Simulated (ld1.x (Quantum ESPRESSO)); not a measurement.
## PBE RRKJ dataset for platinum (Pt), scalar-relativistic all-electron reference.

ld1.x (Quantum ESPRESSO) 7.5 was run on this input:

```
&input
   title='Pt', zed=78., rel=1, dft='PBE', iswitch=3,
   config='[Xe] 4f14 5d9 6s1 6p0',
   nld=3, rlderiv=2.70, eminld=-2.0, emaxld=5.0, deld=0.02
 /
 &inputp
   pseudotype=2, tm=.false., rho0=0.005, lloc=2,
   nlcc=.true., new_core_ps=.true., rcore=1.65,
   file_pseudopw='Pt.UPF', file_wfcaegen='ae.wfc', file_wfcncgen='nc.wfc', file_beta='beta', file_chi='chi'
 /
3
6S  1  0   1.00   0.00  1.70  1.70  0.0
6P  2  1   0.00   0.00  2.50  2.50  0.0
5D  3  2   9.00   0.00  1.60  1.60  0.0
 &test
   configts(1)='5d9 6s1 6p0'
 /
```

Command:

```bash
ld1.x < Pt.in > Pt.out
```

The program printed (shortened: banner, matrices, multipoles, cross overlaps and the repeated all-electron block are left out):

```
[... start of the log left out ...]
     s(3S/3S) =  1.000000  <r> =   0.1871  <r2> =    0.0400  r(max) =   0.1726
     s(3P/3P) =  1.000000  <r> =   0.1882  <r2> =    0.0411  r(max) =   0.1726
     s(4S/4S) =  1.000000  <r> =   0.4150  <r2> =    0.1944  r(max) =   0.3890
     s(4P/4P) =  1.000000  <r> =   0.4419  <r2> =    0.2219  r(max) =   0.4089
     s(3D/3D) =  1.000000  <r> =   0.1704  <r2> =    0.0340  r(max) =   0.1396
     s(5S/5S) =  1.000000  <r> =   0.9525  <r2> =    1.0184  r(max) =   0.8657
     s(5P/5P) =  1.000000  <r> =   1.1047  <r2> =    1.3824  r(max) =   0.9810
     s(4D/4D) =  1.000000  <r> =   0.4682  <r2> =    0.2534  r(max) =   0.4193
     s(4F/4F) =  1.000000  <r> =   0.5162  <r2> =    0.3247  r(max) =   0.3842
     s(5D/5D) =  1.000000  <r> =   1.6991  <r2> =    3.5189  r(max) =   1.2596
     s(6S/6S) =  1.000000  <r> =   2.9330  <r2> =    9.9362  r(max) =   2.3828
     s(6P/6P) =  1.000000  <r> =   5.0579  <r2> =   31.0052  r(max) =   3.6906

     ------------------------ End of All-electron run ------------------------

     --------------------- Generating NC pseudopotential ---------------------

      Generating local pot.: lloc=2, matching radius rcloc =   1.6000

      Computing core charge for nlcc:

       r > 1.66 : true rho core
      Core charge pseudized with two Bessel functions
      Integrated core pseudo-charge :  10.75
     Message from routine compute phi:
     negative determinant

      ld=   1.199314 f2ae  1.210205 faenor  0.086386
           0        1278        1277   98.819126424468294

 %%%%%%%%%%%%%%%%%%%%%%%%%%%%%%%%%%%%%%%%%%%%%%%%%%%%%%%%%%%%%%%%%%%%%%%%%%%%%%
     Error in routine compute_chi (1):
     n is too large
 %%%%%%%%%%%%%%%%%%%%%%%%%%%%%%%%%%%%%%%%%%%%%%%%%%%%%%%%%%%%%%%%%%%%%%%%%%%%%%

     stopping ...
```

The run stopped because the Bessel-function wave could not be built (negative determinant in compute_phi), and the routine for χ then failed on it.

The run took about 0.2 s on one core of a shared server CPU.
